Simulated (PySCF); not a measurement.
# Functional dependence of a UV spectrum

Species: BF2H3Si.
SMILES: `[SiH3]B(F)F`

Linear-response calculations in the def2-SVPD basis (PySCF; singlets by full response, triplets Tamm–Dancoff, core orbitals frozen in the response; HF means time-dependent Hartree–Fock). 'Strongest' is the level of largest summed f among the singlets computed (10 roots, of which the last may lack a degenerate partner); it can jump between rows when another state enters that window. S1 is the lowest singlet of each run and needn't be the same state throughout; f(S1) is that of one state. Isolated species at its PBE0-D3(BJ)/def2-SVP geometry, gas phase.

| functional | kind | S1 (eV) | f(S1) | strongest (eV) | T1 (eV) | HOMO (eV) | gap (eV) | ionisation energy, ΔSCF (eV) |
| --- | --- | --- | --- | --- | --- | --- | --- | --- |
| LDA | LDA | 6.13 | 0.023 | 8.62 | 5.06 | -7.94 | 5.49 | 11.40 |
| PBE | GGA | 6.22 | 0.026 | 8.66 | 4.98 | -7.84 | 5.63 | 11.24 |
| PBE0 | global hybrid, 25% exact exchange | 6.59 | 0.036 | 9.20 | 5.19 | -9.22 | 7.97 | 11.58 |
| BHandHLYP | global hybrid, 50% exact exchange | 6.92 | 0.043 | 9.66 | 5.50 | -10.53 | 10.33 | 11.82 |
| CAM-B3LYP | range-separated hybrid | 6.69 | 0.037 | 9.36 | 5.38 | -10.63 | 10.55 | 11.76 |
| wB97X-D | range-separated hybrid | 6.73 | 0.038 | 9.57 | 5.48 | -11.11 | 11.77 | 11.68 |
| LC-wPBE | range-separated hybrid | 6.80 | 0.038 | 9.94 | 5.34 | -11.96 | 13.09 | 11.80 |
| HF | Hartree–Fock | 7.42 | 0.054 | 10.41 | 5.54 | -12.54 | 14.56 | not settled |

**Question.** What does B3LYP (global hybrid, 20% exact exchange) give?

**Answer.** S1 (eV) 6.54, f(S1) 0.035, strongest (eV) 9.21, T1 (eV) 5.28, HOMO (eV) -9.01, gap (eV) 7.55, ionisation energy, ΔSCF (eV) 11.61. S1 runs from 6.13 eV (LDA) to 7.42 eV (HF), a spread of 1.29 eV, while the orbital gap spreads over 9.1 eV. Along PBE (0%), B3LYP (20%), PBE0 (25%), BHandHLYP (50%), HF (100%) S1 rises with the share of exact exchange. −ε(HOMO) comes closest to its own ΔSCF ionisation energy with LC-wPBE (+0.16 eV) and misses most with LDA (-3.46 eV). 'Not settled' means that the ion's SCF failed to converge or may have ended in another state than the lowest.
